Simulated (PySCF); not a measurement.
C6H7P.
Bonds: P1–C2, C2–C3 (aromatic), C3–C4 (aromatic), C4–C5 (aromatic), C5–C6 (aromatic), C6–C7 (aromatic), C2–C7 (aromatic). Hydrogens: H8, H9 on P1; H10 on C3; H11 on C4; H12 on C5; H13 on C6; H14 on C7.

Method: PBE0-D3(BJ)/def2-SVP geometry optimisation, gas phase (PySCF 2.14.0).

Task: List the bond lengths and angles at this level.

Result: 
```json
{"bond": "P1–C2", "length (Å)": "1.839", "order": "single"}
{"bond": "C2–C3, C2–C7", "length (Å)": "1.401", "order": "aromatic"}
{"bond": "C3–C4, C6–C7", "length (Å)": "1.393", "order": "aromatic"}
{"bond": "C4–C5, C5–C6", "length (Å)": "1.394", "order": "aromatic"}
{"bond": "P1–H8, P1–H9", "length (Å)": "1.428", "order": "single"}
{"bond": "C3–H10, C7–H14", "length (Å)": "1.094", "order": "single"}
{"bond": "C4–H11, C6–H13", "length (Å)": "1.093", "order": "single"}
{"bond": "C5–H12", "length (Å)": "1.092", "order": "single"}
```

Bonds in one row agree within 0.01 Å and their mean is given. Orders are formal, as drawn. A selection of angles:
```json
{"angle": "C2–P1–H8", "degrees": "97.3"}
{"angle": "H8–P1–H9", "degrees": "93.6"}
{"angle": "P1–C2–C3", "degrees": "120.6"}
{"angle": "P1–C2–C7", "degrees": "120.5"}
{"angle": "C3–C2–C7", "degrees": "118.6"}
{"angle": "C2–C3–C4", "degrees": "120.7"}
{"angle": "C2–C3–H10", "degrees": "120.0"}
{"angle": "C4–C3–H10", "degrees": "119.3"}
{"angle": "C3–C4–C5", "degrees": "120.3"}
{"angle": "C3–C4–H11", "degrees": "119.6"}
{"angle": "C5–C4–H11", "degrees": "120.1"}
{"angle": "C4–C5–C6", "degrees": "119.5"}
{"angle": "C4–C5–H12", "degrees": "120.3"}
```

The 6-membered ring C2–C3–C4–C5–C6–C7 has internal angles of 118.6° to 120.7° (sum 720°, against 720° for a flat polygon); it is planar, 0.00 Å rms from its mean plane, widest ring torsion 1°. P1 (phosphine phosphorus) is pyramidal (angles 97.3°, 97.3° and 93.6°, sum 288.1°, 0.79 Å off the plane of its three neighbours).

Point group: Cs (tolerance 0.08 Å). No PBE0-D3(BJ)/def2-SVP frequencies stand behind this structure, so it isn't proved a minimum. The numbers are those of one conformer (H–P1–C2–C3 140° and 45°).
